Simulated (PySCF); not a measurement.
# C₆ coefficients of unlike pairs at BHandHLYP

Calculated with PySCF 2.14 from the dipole response of each species, C₆(A,B) = (3/π) ∫ α_A(iu) α_B(iu) du, in atomic units, from isotropic polarisabilities. For ions this is the dispersion term alone; charge-induced terms of lower order in 1/R come first.

| species | configuration | basis | relativity | α (bohr³) | C₆ (like pair) |
| --- | --- | --- | --- | --- | --- |
| Mo²⁺ | [Kr] 4d4 (5D) | aug-cc-pVTZ-PP with ECP28MDF (6s6p5d3f2g) | core potential | 9.607 | 50.78 |
| Sn | [Kr] 4d10 5s2 5p2 (3P) | def2-TZVPPD with the def2 core potential (28 electrons) (7s5p4d2f) | core potential | 56.37 | 610.9 |
| Ge³⁺ | [Ar] 3d10 4s1 (2S) | x2c-QZVPPall with one added diffuse shell each of s, p, d, f type (12s9p6d5f1g) | spin-free X2C | 6.175 | 14.83 |
| Cd⁺ | [Kr] 4d10 5s1 (2S) | aug-cc-pwCVDZ-PP with ECP28MDF (6s6p5d3f) | core potential | 23.58 | 132.3 |

Problem. Estimate C₆ for Ge³⁺ with Sn.

Solution. The integral gives 90.18. The combination rule 2 C_A C_B / (C_A α_B/α_A + C_B α_A/α_B) gives 89.56 and the geometric mean 95.17.

No spin-orbit coupling is included.

The other pairs:

```
      pair     C₆
 Cd⁺, Ge³⁺  43.60
   Cd⁺, Sn  279.9
Ge³⁺, Mo²⁺  27.02
  Sn, Mo²⁺  158.0
 Cd⁺, Mo²⁺  78.35
```
